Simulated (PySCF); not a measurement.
Compound: C₇H₈O₂.
Numbering: `[CH2:1]=[CH:2][C:3]1=[CH:4][C@@H:5]1[O:6][C:7]([CH3:8])=[O:9]` (hydrogens: H10, H11 on C1; H12 on C2; H13 on C4; H14 on C5; H15, H16, H17 on C8)

Computed with PySCF at B3LYP/def2-SVPD, non-relativistic, on one gas-phase PBE0-D3(BJ)/def2-SVP geometry that isn't relaxed in the solvent. The solvent is an IEF-PCM continuum (van der Waals radii × 1.2). Specific hydrogen bonds and non-electrostatic terms are outside this model.

Gas phase at B3LYP/def2-SVPD: HOMO -6.95 eV, LUMO -1.53 eV, dipole 1.69 D.

Question: What does the continuum do to the energy, the frontier levels and the dipole at B3LYP/def2-SVPD in chloroform and dichloromethane?

Answer: 
```tsv
solvent	ε	E(solvent) − E(gas) (kcal/mol)	polarisation term (kcal/mol)	distortion of the solute (kcal/mol)	HOMO (eV)	LUMO (eV)	dipole (D)
chloroform	4.711	-3.85	-4.25	0.40	-6.94	-1.49	2.13
dichloromethane	8.93	-4.60	-5.20	0.60	-6.94	-1.50	2.23
```

Polarisation term: ½ Σ q·V over the induced surface charges. Distortion: the rise of the solute's own energy as its density leaves the gas-phase optimum. From chloroform to dichloromethane the lowering changes by a factor 1.20, Onsager's factor (ε − 1)/(2ε + 1) by 1.18 and ε itself by 1.9.

Question: Which radius a makes the point-dipole formula ΔE = −[(ε − 1)/(2ε + 1)]·μ²/a³ give the value in dichloromethane, with the gas-phase dipole?

Answer: μ = 0.666 au and |ΔE| = 0.00734 Eh give a = 1.56 Å; the farthest nucleus lies 3.66 Å from the centroid of the nuclei, so such a sphere wouldn't even hold the nuclei. The formula assumes a rigid point dipole at the centre of a sphere.

Question: How does the static polarisability (B3LYP/def2-SVPD, frozen core, with the continuum's full static response) change?

Answer: 
```csv
medium,isotropic (au),principal values (au),⟨r²⟩ of the electrons (bohr²)
gas,91.0,"66.1, 96.0, 111.0",1282.1
chloroform,112.7,"81.5, 112.7, 144.0",1280.6
dichloromethane,117.9,"85.8, 116.1, 151.7",1280.2
```

The isotropic value in dichloromethane is 1.30 times the gas-phase one; no cavity-field correction is applied. ⟨r²⟩ is taken about the centre of nuclear charge.

The values belong to the conformer `[CH2:1]=[CH:2][C:3]1=[CH:4][C@@H:5]1[O:6][C:7]([CH3:8])=[O:9]`: C1–C2–C3–C4 179°, C4–C5–O6–C7 -150°, C5–O6–C7–C8 -177°.
